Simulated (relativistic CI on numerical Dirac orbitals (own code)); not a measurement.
Method of calculation: Dirac-Coulomb-Breit CI, KLI orbitals optimised for each configuration, model QED, unscaled Slater integrals (own radial code, finite nucleus).

The strongest absorption lines from the ground level of an ion, among the configurations computed and to levels below about 235 eV (vacuum wavelength in nm, gf): 5.5713 (0.23), 5.6474 (6.3), 5.7039 (1.6), 5.7516 (4.4), 5.8885 (0.15), 7.1789 (0.35), 7.2216 (0.31), 7.4089 (0.4).

Which ion is it?
A. W XXXVI
B. Tb XXVII
C. Lu XXXV
D. Lu XXXIII

D. Lu XXXIII has 39 electrons and the ground level 4s²4p⁶4d³ ⁴F3/2; the strongest line goes to 4s²4p⁶4d²4f ²F°5/2. The pattern of lines fixes the number of electrons, and along that sequence the line energies rise steadily with the charge (about as its square where n changes within one kind of shell, about linearly where n is kept but much faster in heavy ions where fine structure, which grows about as Z⁴, sets the gap, and irregularly where shells cross), which fixes Z. Configurations outside the model, such as inner-shell arrays, can give stronger lines. At this charge energies of transitions that change n are usually good to better than 1 %, and those within a shell (Δn = 0) to a few per cent. Terms inside the open d or f shell come out 10 to 20 % too wide with unscaled integrals.

LS names give the leading component of a level, which can be under half, so a name can repeat, a term be missing and a line seem to break the LS rules.
